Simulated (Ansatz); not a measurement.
Basis-set extrapolation for C4H10AlFO, SMILES `CC(C)[O][Al]([CH3])[F]` (PBE0-D4/def2-TZVP geometry, frozen core, Ansatz). Multiplicity 1, RHF reference.

```json
{"": "HF", "def2-TZVPP": "-573.811786", "def2-QZVPP": "-573.835271"}
{"": "MP2 correlation", "def2-TZVPP": "-1.265975", "def2-QZVPP": "-1.359956"}
{"": "CCSD(T) correlation", "def2-TZVPP": "-1.364844", "def2-QZVPP": "not run"}
```

Energies in hartree. Use E(X) = E(∞) + A·exp(−7.88·√X) for Hartree–Fock and E(X) = E(∞) + B·X^(−2.97) for correlation, with X = 3 and 4, and add CCSD(T) minus MP2 of the smaller set to the MP2 limit.

Task: What is the CCSD(T) energy at the basis-set limit?

Result: HF limit: -573.835271 + (-0.023485) × 0.13774 = -573.83851. MP2 limit: -1.359956 + (-0.093981) × 0.74074 = -1.42957. Higher-order term: -1.364844 − (-1.265975) = -0.09887. Total: -575.36695 hartree, 499.7 kJ/mol below CCSD(T)/def2-TZVPP.
